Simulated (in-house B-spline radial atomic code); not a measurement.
How numerical settings move a run on Mn³⁺, [Ar] 3d4. Computed with a B-spline radial code for spherical atoms: scalar-relativistic (X2C) LDA exchange-only, spin-polarised, spherical fractional occupations, Fermi nucleus of rms radius 3.7057 fm.

Command:
```bash
python run_scf.py task.json out
```
Settings of the sound reference run:
```
Z                25
electrons        22
configuration    [Ar] 3d4
hamiltonian      x2c
method           lda,
spin_polarised   True
nucleus          fermi
rms_radius       3.7057
mass_number      55
atomic_mass      54.93804
speed_of_light   137.036
knot_spacing     0.22
spline_order     8
gauss_points     12
box_radius       16.22
max_iterations   70
damping          0.5
damped_steps     3
diis_vectors     10
tolerance        1e-08
start            Thomas-Fermi
```

Run time, properties included: 0.26 s on 1 thread of Arm Neoverse V1, with other jobs on the host.

It converges in 10 iterations to -1152.067687 hartree, with 3d up at -41.6678 eV. The other runs change the listed settings, some to values that make no sense; their results aren't properties of the atom or ion. Radii are in bohr (the nuclear one in fm), a minus after a letter asks for a j subshell, and «unchanged» means within 1e-8 hartree. The run stops when the residual is below 10 × tolerance × max(1, Z/10), or a noise floor if that is larger, and the energy moves by less than 1e-8 × √|E| hartree; so very loose and very tight tolerances often act alike.

```tsv
changed settings	outcome
gauss_points = 3	converged in 16 iterations, energy -4.06e+04 hartree from the reference, 3d up level +2.1e+00 eV
damping = 0.2	converged in 10 iterations, energy unchanged, 3d up level -2.0e-06 eV
spline_order = 5, box_radius = 2.43, max_iterations = 60, tolerance = 1e-13, start = bare nucleus	converged in 10 iterations, energy +3.62e-01 hartree from the reference, 3d up level +6.0e+00 eV (the program warns: 3d up reaches the box edge; 3s up reaches the box edge)
electrons = 30, configuration = [Ar] 3d4 5s2 5p6, max_iterations = 50	converged in 13 iterations to -1151.9964 hartree, a different physical problem (warning: 5s up has a positive eigenvalue: unbound, held by the box)
max_iterations = 60, tolerance = 0.0001, start = bare nucleus	converged in 9 iterations, energy unchanged, 3d up level -1.2e-04 eV
damping = 0.95	converged in 11 iterations, energy unchanged, 3d up level +7.8e-06 eV
gauss_points = 5	converged in 10 iterations, energy -2.77e-08 hartree from the reference
first_knot = 0.012, max_iterations = 75, diis_vectors = 4	converged in 10 iterations, energy +4.65e-03 hartree from the reference, 3d up level -3.2e-05 eV
damping = 0.8	converged in 11 iterations, energy unchanged
gauss_points = 16	converged in 10 iterations, energy unchanged
knot_spacing = 0.3, gauss_points = 6, box_radius = 0.97, max_iterations = 60, damping = 0.95	converged in 8 iterations, energy +6.17e+01 hartree from the reference, 3d up level +2.2e+02 eV (the program warns: 3d up has a positive eigenvalue: unbound, held by the box; 3s up has a positive eigenvalue: unbound, held by the box)
gauss_points = 4	converged in 10 iterations, energy +1.01e-07 hartree from the reference, 3d up level +1.3e-06 eV
```

Task: What happens with gauss_points = 8?

Result: Converged in 10 iterations, energy -6.89e-08 hartree from the reference.

Task: What happens with damping = 0?

Result: Converged in 11 iterations, energy unchanged, 3d up level +5.6e-06 eV.

Task: What happens with gauss_points = 6?

Result: Converged in 10 iterations, energy +6.93e-08 hartree from the reference.

Task: What happens with hamiltonian = dirac, method = hf?

Result: Stopped with error: spin polarisation is not served with the Dirac Hamiltonian.
